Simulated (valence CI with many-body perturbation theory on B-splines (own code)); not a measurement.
## Energy levels of Sc IX

Level of theory: configuration interaction combined with many-body perturbation theory (CI+MBPT): three valence electrons over a frozen Dirac-Fock core [Ne], a basis of 11 s, 11 p, 9 d, 7 f, 5 g, 2 h, 1 i functions for each j, with the one-electron correlation potential Σ1 (screened to all orders), the two-electron term Σ2, the three-electron term Σ3, Breit, model QED; selected single and double excitations, second order for the rest, scaled by the run's own slope (own B-spline code, finite nucleus).

No measured spectrum was set against this ion. As an estimate, levels of excited configurations hold to 0.05 to 0.15 % of their energy, terms of the ground configuration to about 0.5 %.

Levels 1 to 45 of 68, with energies above the lowest level, 3s2 3p 2P°_1/2. "Leading %" is the weight of the configuration and term that name the level; weights of strongly mixed levels are sums over their largest components and can fall short. In the jj column 3d3/2^4 stands for four electrons in 3d with j = 3/2. Lifetimes count E1, E2, E3, M1 and M2 decay at the calculated energies, and are blank where another channel may lead or the interval is too uncertain; long ones can be off by a factor of two.

```csv
No.,Configuration,Term,J,E (cm⁻¹),Leading %,Lifetime,Leading jj
1,3s2 3p,2P°,1/2,0,96,,3s^2 3p1/2 (96 %)
2,3s2 3p,2P°,3/2,5769,96,576 ms,3s^2 3p3/2 (96 %)
3,3s 3p2,4P,1/2,144940,99,268 ns,3s 3p1/2^2 (48 %)
4,3s 3p2,4P,3/2,147090,99,1.30 μs,3s 3p1/2 3p3/2 (90 %)
5,3s 3p2,4P,5/2,150220,99,429 ns,3s 3p3/2^2 (60 %)
6,3s 3p2,2D,3/2,191620,86,946 ps,3s 3p1/2 3p3/2 (60 %)
7,3s 3p2,2D,5/2,192000,86,1.05 ns,3s 3p1/2 3p3/2 (52 %)
8,3s 3p2,2S,1/2,240550,94,122 ps,3s 3p3/2^2 (56 %)
9,3s 3p2,2P,1/2,256060,92,45.9 ps,3s 3p1/2 3p3/2 (61 %)
10,3s 3p2,2P,3/2,259390,96,44.2 ps,3s 3p3/2^2 (56 %)
11,3s2 3d,2D,3/2,313840,85,37.5 ps,3s^2 3d3/2 (85 %)
12,3s2 3d,2D,5/2,314200,85,39.2 ps,3s^2 3d5/2 (85 %)
13,3p3,2D°,3/2,374330,67,536 ps,3p1/2 3p3/2^2 (28 %)
14,3p3,2D°,5/2,374990,68,535 ps,3p1/2 3p3/2^2 (68 %)
15,3p3,4S°,3/2,384690,98,50.5 ps,3p1/2 3p3/2^2 (57 %)
16,3p3,2P°,1/2,419450,78,119 ps,3p1/2 3p3/2^2 (78 %)
17,3p3,2P°,3/2,419750,75,122 ps,3p3/2^3 (48 %)
18,3s 3p 3d,4F°,3/2,420620,98,8.38 ns,3s 3p1/2 3d3/2 (77 %)
19,3s 3p 3d,4F°,5/2,421810,99,23.8 ns,3s 3p1/2 3d3/2 (36 %)
20,3s 3p 3d,4F°,7/2,423540,99,27.5 ns,3s 3p3/2 3d3/2 (38 %)
21,3s 3p 3d,4F°,9/2,425870,100,,3s 3p3/2 3d5/2 (100 %)
22,3s 3p 3d,4P°,5/2,455000,82,59.1 ps,3s 3p1/2 3d5/2 (78 %)
23,3s 3p 3d,4P°,3/2,456260,67,52.4 ps,3s 3p1/2 3d3/2 (36 %)
24,3s 3p 3d,4D°,1/2,457380,51,46.5 ps,3s 3p1/2 3d3/2 (47 %)
25,3s 3p 3d,4P°,1/2,459300,51,47.0 ps,3s 3p3/2 3d3/2 (88 %)
26,3s 3p 3d,4D°,3/2,459950,68,43.0 ps,3s 3p3/2 3d3/2 (80 %)
27,3s 3p 3d,4D°,5/2,460350,83,40.3 ps,3s 3p3/2 3d3/2 (53 %)
28,3s 3p 3d,4D°,7/2,460400,99,38.1 ps,3s 3p3/2 3d5/2 (70 %)
29,3s 3p 3d,2D°,3/2,471140,80,46.9 ps,3s 3p3/2 3d5/2 (34 %)
30,3s 3p 3d,2D°,5/2,471170,79,47.1 ps,3s 3p3/2 3d5/2 (48 %)
31,3s 3p 3d,2F°,5/2,493600,98,96.2 ps,3s 3p1/2 3d5/2 (44 %)
32,3s 3p 3d,2F°,7/2,498190,98,93.7 ps,3s 3p3/2 3d5/2 (64 %)
33,3s 3p 3d,2P°,3/2,537370,82,32.4 ps,3s 3p1/2 3d3/2 (32 %)
34,3s 3p 3d,2P°,1/2,539340,85,33.8 ps,3s 3p3/2 3d5/2 (69 %)
35,3s 3p 3d,2F°,7/2,540660,97,30.8 ps,3s 3p1/2 3d5/2 (40 %)
36,3s 3p 3d,2F°,5/2,541800,97,30.5 ps,3s 3p3/2 3d3/2 (62 %)
37,3s 3p 3d,2P°,1/2,557320,89,27.4 ps,3s 3p3/2 3d3/2 (61 %)
38,3s 3p 3d,2P°,3/2,557730,87,28.1 ps,3s 3p3/2 3d5/2 (60 %)
39,3s 3p 3d,2D°,3/2,561230,79,20.6 ps,3s 3p3/2 3d3/2 (49 %)
40,3s 3p 3d,2D°,5/2,561980,83,20.6 ps,3s 3p3/2 3d5/2 (52 %)
41,3p2 3d,2F,5/2,629500,87,334 ps,3p1/2 3p3/2 3d3/2 (51 %)
42,3p2 3d,2F,7/2,631780,85,307 ps,3p3/2^2 3d5/2 (31 %)
43,3p2 3d,4F,3/2,637150,98,116 ps,3p1/2^2 3d3/2 (38 %)
44,3p2 3d,4F,5/2,638430,98,116 ps,3p1/2 3p3/2 3d3/2 (55 %)
45,3p2 3d,4F,7/2,640170,97,115 ps,3p1/2 3p3/2 3d5/2 (62 %)
```

Names give the largest LS component (configuration and term), which can be under half, so a name can repeat, a term be missing and a line seem to break the LS rules; names also repeat where a configuration has a term twice.

Where two levels of one J and parity lie close, their mixing, g and order are uncertain.

The ionisation energy to 3s2 1S_0 of the next ion comes out as 180.75 eV (NIST: 180.03 ± 0.12 eV (measured), further off than twice its uncertainty). All 68 levels together are meant to be complete up to 739900 cm⁻¹.
